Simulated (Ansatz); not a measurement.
Input file for Ansatz (a quantum-chemistry and plane-wave program): U-CCSD(T)/cc-pVDZ on FHOSe (SMILES O[Se]F), a point of a bond scan (R = 1.594 Å). The run froze 16 orbitals, filled d shells among them.

Ansatz 0.2 input:
```yaml
crystal:
  periodic: [false, false, false]
  atoms:
    - {symbol: Se, position_ang: [0.08590456, 0.00792344, 0.39476160]}
    - {symbol: F, position_ang: [-0.00188621, 1.20371308, -0.65524615]}
    - {symbol: O, position_ang: [-0.20677654, -1.35411437, -0.70776950]}
    - {symbol: H, position_ang: [-1.16177610, -1.46568956, -0.81251515]}
basis:
  gaussian:
    orbitals: cc-pVDZ
correlation: {method: ccsd_t, electrons: outside_noble_gas}
scf: {omitted_lower_state_checks: [cluster_reference]}
magnetization: {spin_polarized: true, initial_magnetization: 0}
```

Program output:

```
WARN ansatz: RAYON_NUM_THREADS=1 ignored (pool sized by the plan → 1); use --threads N
Functional definition: HF
these checks for a lower state are left out or cut short: cluster_reference
integrals: 0.05 GiB planned
629 factors; integrals over basis functions are off by at most 1.4e-3 eV
mean field: 0.20 GiB planned
mean field evaluation 1: about -70057.3514 eV, gradient 2.2e1 eV
mean field evaluation 2: about -70057.3573 eV, gradient 2.2e1 eV
mean field evaluation 4: about -70059.1883 eV, gradient 1.8e0 eV
mean field evaluation 8: about -70059.2065 eV, gradient 3.2e-4 eV
mean field -70059.20649714 eV, -2574.6283509343 hartree, gradient 1.5e-6 eV, S^2 0.000000; 0 other end points of the search recorded, 0 dependent functions left out
16 core orbitals not correlated
reference -70059.20649714 eV, -2574.6283509343 hartree; 10, 10 occupied and 34, 34 virtual orbitals, 629 factors
second order -13.27541926 eV of doubles, -0.00000000 eV of singles
coupled cluster: 0.15 GiB planned
cycle   1  -13.30512663 eV  change   -3.0e-2 eV  update   8.7e-2
cycle   2  -13.62230045 eV  change   -3.2e-1 eV  update   2.7e-2
cycle   3  -13.71136436 eV  change   -8.9e-2 eV  update   1.5e-2
cycle   4  -13.70904043 eV  change    2.3e-3 eV  update   3.9e-3
cycle   5  -13.70785974 eV  change    1.2e-3 eV  update   2.0e-3
cycle   6  -13.70801699 eV  change   -1.6e-4 eV  update   6.7e-4
cycle   7  -13.70785174 eV  change    1.7e-4 eV  update   2.7e-4
cycle   8  -13.70785360 eV  change   -1.9e-6 eV  update   1.1e-4
cycle   9  -13.70787970 eV  change   -2.6e-5 eV  update   5.1e-5
cycle  10  -13.70786616 eV  change    1.4e-5 eV  update   2.4e-5
perturbative correction -0.30021911 eV, -0.0110328489 hartree
Total energy: -70073.21458241 eV, -2575.1431385729 hartree
Checks for a lower state left out: cluster_reference
```

Self-consistency was reached.

Cost: very roughly 5 core-seconds.
